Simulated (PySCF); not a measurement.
Molecule: `C#C[Si@@H](N)[SiH3]`, C$_{2}$H$_{7}$NSi$_{2}$.

Geometry (Å), atoms numbered from 1 in this order:
```xyz
12

C    -1.728    2.279   -0.267
C    -1.148    1.287    0.092
Si   -0.237   -0.264    0.583
N    -0.932   -1.701   -0.083
Si    1.957   -0.145   -0.113
H    -2.238    3.150   -0.568
H    -0.490   -0.404    2.026
H    -1.872   -1.956    0.174
H    -0.777   -1.922   -1.053
H     2.682    0.885    0.637
H     2.099    0.193   -1.535
H     2.686   -1.402    0.081
```

Frames of a GFN2-xTB Langevin trajectory at 300 K; GIAO PBE0/pcSseg-1 shieldings in PySCF 2.14.0 with density-fitted response routines, gas phase, non-relativistic; equivalent atoms averaged within each frame.

δ = σ(ref) − σ, references computed at the same level: TMS for 13C (σref 186.93), 29Si (σref 349.16), 1H (σref 31.72); NH3 for 15N (σref 267.73). The references are static minima.

How do the shifts (ppm) fluctuate along the trajectory?

Results:


```csv
time (fs),C1,C2,Si3,Si5,N4,H7,H10/H11/H12,H6,H8/H9
optimised geometry,102.7,92.9,-56.8,-116.9,16.5,5.09,3.43,2.05,0.51
250,100.7,97.8,-50.4,-107.2,24.2,5.32,3.79,2.48,1.25
425,110.1,91.8,-45.7,-110.4,6.0,6.94,3.55,2.43,0.11
625,114.0,104.8,-59.4,-111.5,15.6,4.70,3.81,3.90,-0.09
800,109.2,92.9,-41.2,-115.8,13.1,5.56,2.82,2.19,-0.01
1000,110.7,91.5,-58.3,-120.8,22.0,5.55,3.15,1.72,0.98
mean of frames,108.9,95.8,-51.0,-113.1,16.2,5.62,3.42,2.54,0.45
standard deviation,5.0,5.7,7.9,5.3,7.3,0.82,0.43,0.82,0.62
```

5 frames give an uncertainty of the mean of about the standard deviation over 2.2 at best, since frames this close in time may not be independent; classical motion lacks zero-point vibration, and the reference would need the same averaging.
